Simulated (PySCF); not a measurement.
**How methods differ on the excitation energy of La⁺**

La⁺ [Xe] 5d2 (3F) → La⁺ [Xe] 5d1 6p1 (high-spin determinant), as a difference of total energies. All numbers are calculated (PySCF 2.14, scalar relativity by spin-free X2C-1e, in cc-pVDZ-X2C (8s7p5d3f1g, 84 functions)). Correlated levels: valence: [Kr] 4d10 frozen; valence and next inner shell: [Ar] 3d10 frozen. The calculations carry no spin-orbit coupling.

| method | excitation energy (eV) |
| --- | --- |
| UHF | 2.869 |
| LDA | 2.971 |
| PBE | 3.008 |
| PBE0 | 3.087 |
| r2SCAN | 3.167 |
| LC-wPBE | 3.272 |
| TPSS | 3.095 |
| MP2 (valence) | 2.985 |
| SCS-MP2 (valence) | 2.984 |
| MP2 (valence and next inner shell) | 2.917 |
| SCS-MP2 (valence and next inner shell) | 2.929 |

Q: How much does correlation contribute at MP2 (valence and next inner shell)?

A: 2.917 − (2.869) = 0.048 eV, measured against UHF.

A first-order spin-orbit estimate (lowest level to lowest level, LS coupling) adds -0.043 eV.

The basis was made for the ground configuration and has no added diffuse functions, so the excitation energy can come out too high.

The determinant of the upper state mixes LS terms, which raises its energy above the lowest term, most at the Hartree-Fock and MP2 levels.
